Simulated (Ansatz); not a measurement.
B(H2S)Cl3 (BH₂SCl₃) was relaxed with PBE0-D4 (def2-SVP) in Ansatz in these states: charge +1 doublet, neutral singlet. The geometries follow in no particular order.

A:

```xyz
7

B    -0.378    0.263   -0.727
S     0.465    0.217    1.261
H    -0.128   -0.912    1.715
H     1.629   -0.416    0.982
Cl   -2.074    0.747   -0.367
Cl   -0.169   -1.414   -1.357
Cl    0.655    1.515   -1.507
```

B:

```
atom   x (Å)   y (Å)   z (Å)
  B1  -0.693  -0.162  -0.151
  S2   1.261  -0.389   0.278
  H3   1.801   0.465  -0.629
  H4   1.375   0.476   1.319
 Cl5  -0.971  -0.990  -1.731
 Cl6  -1.166   1.575  -0.263
 Cl7  -1.607  -0.975   1.177
```

Q: Judge from the bond lengths which geometry belongs to which state (an estimate).

A: A is the neutral singlet (B1–S2 2.160 Å, S2–H4 1.353 Å, S2–H3 1.353 Å); B is the charge +1 doublet (B1–S2 2.013 Å, S2–H4 1.358 Å, S2–H3 1.358 Å).
